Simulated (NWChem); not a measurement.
System: CH4CdS; SMILES [CH3][Cd][SH]

The following NWChem deck was run.

```
start job
memory heap 200 mb stack 900 mb global 1100 mb
geometry units angstroms noautoz
  Cd     0.552599    -0.038474    -0.004489
  C      0.910014    -2.115103     0.001960
  H      0.308011    -2.607642    -0.775632
  H      0.646974    -2.545209     0.979318
  H      1.972685    -2.318028    -0.197086
  S      0.185839     2.293646    -0.011662
  H     -1.160394     2.169710     0.017891
end
basis spherical
  * library def2-svp
end
ecp
  Cd library def2-ecp
end
dft
  xc b3lyp
  grid coarse
  iterations 150
  mulliken
end
task dft gradient
```

Output (shortened):

```
             Northwest Computational Chemistry Package (NWChem) 7.3.0
             --------------------------------------------------------

 C1  symmetry detected

                             Geometry "geometry" -> ""
                             -------------------------

 Output coordinates in angstroms (scale by  1.889725989 to convert to a.u.)

  No.       Tag          Charge          X              Y              Z
 ---- ---------------- ---------- -------------- -------------- --------------
    1 Cd                  48.0000     0.00960735    -0.27202761    -0.00007965
    2 C                    6.0000     0.00403418    -2.37919247     0.00045555
    3 H                    1.0000    -0.65633278    -2.75855790    -0.79304867
    4 H                    1.0000    -0.35075602    -2.76025586     0.96912704
    5 H                    1.0000     1.02007571    -2.76154910    -0.17711287
    6 S                   16.0000     0.04996755     2.08842130     0.00013017
    7 H                    1.0000    -1.29782579     2.19810215     0.00004148

 Effective nuclear repulsion energy (a.u.)     315.1290197362

                                 NWChem DFT Module
                                 -----------------

 Summary of "ao basis" -> "ao basis" (spherical)
 ------------------------------------------------------------------------------
       Tag                 Description            Shells   Functions and Types
 ---------------- ------------------------------  ------  ---------------------
 Cd                         def2-svp                11       31   5s3p2d1f
 C                          def2-svp                 6       14   3s2p1d
 H                          def2-svp                 3        5   2s1p
 S                          def2-svp                 8       18   4s3p1d

            General Information
            -------------------
          SCF calculation type: DFT
          Wavefunction type:  closed shell.
          No. of atoms     :     7
          No. of electrons :    46
           Alpha electrons :    23
            Beta electrons :    23
          Charge           :     0
          Spin multiplicity:     1
          Use of symmetry is: off; symmetry adaption is: off
          Maximum number of iterations: 150
          AO basis - number of functions:    83
                     number of shells:    37
          Convergence on energy requested:  1.00D-06
          Convergence on density requested:  1.00D-05
          Convergence on gradient requested:  5.00D-04

              XC Information
              --------------
                         B3LYP Method XC Potential
                     Hartree-Fock (Exact) Exchange  0.200
                        Slater Exchange Functional  0.800 local
                    Becke 1988 Exchange Functional  0.720 non-local
              Lee-Yang-Parr Correlation Functional  0.810
                  VWN I RPA Correlation Functional  0.190 local

             Grid Information
             ----------------
          Grid used for XC integration:  coarse
          Radial quadrature: Mura-Knowles
          Angular quadrature: Lebedev.
          Tag              B.-S. Rad. Rad. Pts. Rad. Cut. Ang. Pts.
          ---              ---------- --------- --------- ---------
          Cd                  1.55      104           9.0       302
          C                   0.70       35          11.0       302
          H                   0.35       35          12.0       302
          S                   1.00       70          12.0       302
          Grid pruning is: on
          Number of quadrature shells:   349
          Spatial weights used:  Erf1

      Superposition of Atomic Density Guess
      -------------------------------------

 Sum of atomic energies:        -628.94293103

      Non-variational initial energy
      ------------------------------

 Total energy =    -604.712282
 1-e energy   =   -1199.099207
 2-e energy   =     443.672493
 HOMO         =      -0.311250
 LUMO         =      -0.012177

     ---------------------------------------------
      Total Density - Mulliken Population Analysis
     ---------------------------------------------

    Atom       Charge   Shell Charges
 -----------   ------   -------------------------------------------------------
    1 Cd  20    19.19  -0.37  1.63  0.74  0.65  0.33  5.95  0.19  0.09  9.10  0.89  0.00
    2 C    6     6.69   1.99  0.95  0.33  2.07  1.33  0.01
    3 H    1     0.88   0.66  0.19  0.03
    4 H    1     0.88   0.66  0.19  0.03
    5 H    1     0.88   0.66  0.19  0.03
    6 S   16    16.68   2.00  1.99  1.21  0.65  5.94  1.84  3.02  0.02
    7 H    1     0.80   0.58  0.19  0.03

   convergence    iter        energy       DeltaE   RMS-Dens  Diis-err
 ---------------- ----- ----------------- --------- --------- ---------
 d= 0,ls=0.0,diis     1   -606.3284912161 -7.57D+02  1.33D-02  3.06D-01
 d= 0,ls=0.0,diis     2   -606.3466567222 -1.82D-02  6.90D-03  1.55D-01
 d= 0,ls=0.0,diis     3   -606.3683807322 -2.17D-02  2.14D-03  3.04D-02
 d= 0,ls=0.0,diis     4   -606.3726782199 -4.30D-03  3.45D-04  1.19D-03
 d= 0,ls=0.0,diis     5   -606.3728127120 -1.34D-04  1.16D-04  8.77D-05
  Resetting Diis
 d= 0,ls=0.0,diis     6   -606.3728231779 -1.05D-05  3.86D-05  9.96D-06
 d= 0,ls=0.0,diis     7   -606.3728244745 -1.30D-06  2.39D-05  1.09D-06
 d= 0,ls=0.0,diis     8   -606.3728243232  1.51D-07  1.45D-05  2.18D-06
 d= 0,ls=0.0,diis     9   -606.3728246123 -2.89D-07  1.73D-06  3.15D-08

         Total DFT energy =     -606.372824612260
      One electron energy =    -1200.939910335926
           Coulomb energy =      491.945051875331
    Exchange-Corr. energy =      -48.092398241259
 Nuclear repulsion energy =      150.714432089594

 Numeric. integr. density =       45.999972627218

                       DFT Final Molecular Orbital Analysis
                       ------------------------------------

 Vector   21  Occ=2.000000D+00  E=-3.154590D-01
              MO Center= -1.8D-02,  2.5D-02,  1.3D-04, r^2= 4.4D+00
   Bfn.  Coefficient  Atom+Function         Bfn.  Coefficient  Atom+Function
  ----- ------------  ---------------      ----- ------------  ---------------
     4      0.571699  1 Cd s                  2     -0.359462  1 Cd s
    36      0.250309  2 C  py                72     -0.247630  6 S  py
    69     -0.204551  6 S  py                64     -0.170206  6 S  s
     5      0.167903  1 Cd s                 19      0.157588  1 Cd d  2
    63     -0.154741  6 S  s                  1      0.148518  1 Cd s

 Vector   22  Occ=2.000000D+00  E=-2.654028D-01
              MO Center=  3.0D-02,  9.1D-02,  2.9D-04, r^2= 5.7D+00
   Bfn.  Coefficient  Atom+Function         Bfn.  Coefficient  Atom+Function
  ----- ------------  ---------------      ----- ------------  ---------------
    72      0.429025  6 S  py                36      0.347350  2 C  py
    69      0.312945  6 S  py                39      0.257254  2 C  py
    34      0.208479  2 C  s                  7      0.195339  1 Cd py
    66      0.179988  6 S  py                10     -0.168551  1 Cd py
    71      0.084541  6 S  px                57     -0.077274  5 H  s

 Vector   23  Occ=2.000000D+00  E=-2.372056D-01
              MO Center=  2.6D-02,  1.9D+00,  1.8D-04, r^2= 1.8D+00
   Bfn.  Coefficient  Atom+Function         Bfn.  Coefficient  Atom+Function
  ----- ------------  ---------------      ----- ------------  ---------------
    73      0.631217  6 S  pz                70      0.437541  6 S  pz
    67      0.250945  6 S  pz                14      0.128664  1 Cd pz
    16     -0.123708  1 Cd d -1              11      0.068071  1 Cd pz
     8     -0.063564  1 Cd pz                52     -0.047973  4 H  s
    47      0.039403  3 H  s

 Vector   24  Occ=0.000000D+00  E=-2.519118D-02
              MO Center= -9.2D-01, -2.1D-01,  2.9D-03, r^2= 5.0D+00
   Bfn.  Coefficient  Atom+Function         Bfn.  Coefficient  Atom+Function
  ----- ------------  ---------------      ----- ------------  ---------------
     5      0.707138  1 Cd s                 12     -0.658832  1 Cd px
    34     -0.528761  2 C  s                 72      0.333277  6 S  py
    57      0.252660  5 H  s                  9     -0.209118  1 Cd px
    39     -0.201281  2 C  py                 6      0.176860  1 Cd px
     4      0.167271  1 Cd s                 19     -0.165565  1 Cd d  2

 Vector   25  Occ=0.000000D+00  E=-2.215377D-02
              MO Center=  9.1D-01, -2.4D-01,  1.6D-04, r^2= 5.1D+00
   Bfn.  Coefficient  Atom+Function         Bfn.  Coefficient  Atom+Function
  ----- ------------  ---------------      ----- ------------  ---------------
     5      0.739809  1 Cd s                 12      0.620236  1 Cd px
    34     -0.575184  2 C  s                 64     -0.402128  6 S  s
    80      0.289764  7 H  s                 72      0.285063  6 S  py
    39     -0.217571  2 C  py                47      0.205965  3 H  s
     9      0.201458  1 Cd px                19     -0.181062  1 Cd d  2

 Vector   26  Occ=0.000000D+00  E=-1.117348D-02
              MO Center=  2.4D-02, -1.6D-01, -2.9D-03, r^2= 5.8D+00
   Bfn.  Coefficient  Atom+Function         Bfn.  Coefficient  Atom+Function
  ----- ------------  ---------------      ----- ------------  ---------------
    14      0.897833  1 Cd pz                73     -0.305509  6 S  pz
    11      0.280337  1 Cd pz                 8     -0.234441  1 Cd pz
    52     -0.154577  4 H  s                 70     -0.144522  6 S  pz
    47      0.127052  3 H  s                 51     -0.090226  4 H  s
    67     -0.082647  6 S  pz                46      0.073979  3 H  s

     ---------------------------------------------
      Total Density - Mulliken Population Analysis
     ---------------------------------------------

    Atom       Charge   Shell Charges
 -----------   ------   -------------------------------------------------------
    1 Cd  20    19.58  -0.39  1.71  0.68  0.89  0.22  5.98  0.31  0.19  9.00  0.99  0.00
    2 C    6     6.31   1.99  0.89  0.27  2.07  1.08  0.02
    3 H    1     0.96   0.73  0.20  0.02
    4 H    1     0.96   0.73  0.20  0.02
    5 H    1     0.96   0.73  0.20  0.02
    6 S   16    16.29   2.00  1.98  1.26  0.61  5.93  1.80  2.68  0.03
    7 H    1     0.94   0.71  0.20  0.03

     -------------------------------------------
      Total Density - Lowdin Population Analysis
     -------------------------------------------

    Atom       Charge   Shell Charges
 -----------   ------   -------------------------------------------------------
    1 Cd  20    19.74   0.01  1.03  0.93  0.65  0.35  5.64  0.70  0.37  8.63  1.42  0.00
    2 C    6     6.29   1.96  0.59  0.35  1.85  1.48  0.05
    3 H    1     0.97   0.63  0.27  0.07
    4 H    1     0.97   0.63  0.27  0.07
    5 H    1     0.96   0.63  0.27  0.07
    6 S   16    16.06   2.00  1.95  0.99  0.68  5.81  1.89  2.69  0.04
    7 H    1     1.02   0.62  0.32  0.08

     Multipole analysis of the density
     ---------------------------------

     L   x y z        total         alpha         beta         nuclear
     -   - - -        -----         -----         ----         -------
     0   0 0 0      0.000000    -23.000000    -23.000000     46.000000

     1   1 0 0     -0.307127      0.100610      0.100610     -0.508347
     1   0 1 0     -0.735303     -7.564459     -7.564459     14.393614
     1   0 0 1     -0.000186     -0.002200     -0.002200      0.004214

     2   2 0 0    -28.699266    -20.278672    -20.278672     11.858078
     2   1 1 0     -1.703360      1.525291      1.525291     -4.753942
     2   1 0 1     -0.000297     -0.000067     -0.000067     -0.000164
     2   0 2 0    -36.095509   -255.369686   -255.369686    474.643864
     2   0 1 1      0.002060      0.000835      0.000835      0.000390
     2   0 0 2    -31.391948    -18.551940    -18.551940      5.711932

            General Information
            -------------------
          SCF calculation type: DFT
          Wavefunction type:  closed shell.
          No. of atoms     :     7
          No. of electrons :    46
           Alpha electrons :    23
            Beta electrons :    23
          Charge           :     0
          Spin multiplicity:     1
          Use of symmetry is: off; symmetry adaption is: off
          Maximum number of iterations: 150
          AO basis - number of functions:    83
                     number of shells:    37
          Convergence on energy requested:  1.00D-06
          Convergence on density requested:  1.00D-05
          Convergence on gradient requested:  5.00D-04

              XC Information
              --------------
                         B3LYP Method XC Potential
                     Hartree-Fock (Exact) Exchange  0.200
                        Slater Exchange Functional  0.800 local
                    Becke 1988 Exchange Functional  0.720 non-local
              Lee-Yang-Parr Correlation Functional  0.810
                  VWN I RPA Correlation Functional  0.190 local

             Grid Information
             ----------------
          Grid used for XC integration:  coarse
          Radial quadrature: Mura-Knowles
          Angular quadrature: Lebedev.
          Tag              B.-S. Rad. Rad. Pts. Rad. Cut. Ang. Pts.
          ---              ---------- --------- --------- ---------
          Cd                  1.55      104           9.0       302
          C                   0.70       35          11.0       302
          H                   0.35       35          12.0       302
          S                   1.00       70          12.0       302
          Grid pruning is: on
          Number of quadrature shells:   349
          Spatial weights used:  Erf1

          Convergence Information
          -----------------------
          Convergence aids based upon iterative change in
          total energy or number of iterations.
          Levelshifting, if invoked, occurs when the
          HOMO/LUMO gap drops below (HL_TOL):  1.00D-02
          DIIS, if invoked, will attempt to extrapolate
          using up to (NFOCK): 10 stored Fock matrices.

                    Damping( 0%)  Levelshifting(0.5)       DIIS
                  --------------- ------------------- ---------------
          dE  on:    start            ASAP                start
          dE off:    2 iters        150 iters           150 iters

                            NWChem DFT Gradient Module
                            --------------------------

  charge          =   0.00
  wavefunction    = closed shell

                         DFT ENERGY GRADIENTS

    atom               coordinates                        gradient
                 x          y          z           x          y          z
   1 Cd      0.018155  -0.514058  -0.000151    0.000131  -0.000565  -0.000013
   2 C       0.007623  -4.496022   0.000861    0.000005   0.005490  -0.000010
   3 H      -1.240289  -5.212919  -1.498645    0.000183  -0.000057   0.000241
   4 H      -0.662833  -5.216127   1.831385    0.000082  -0.000044  -0.000282
   5 H       1.927664  -5.218571  -0.334695   -0.000312  -0.000001   0.000059
   6 S       0.094425   3.946544   0.000246   -0.001284  -0.004698   0.000004
   7 H      -2.452535   4.153811   0.000078    0.001196  -0.000125   0.000002
```

Level: B3LYP/def2-SVP with def2 effective core potentials on Cd. All runs use the structure optimised with PBE0/def2-SVP. def2 effective core potentials on Cd; no spin-orbit coupling.
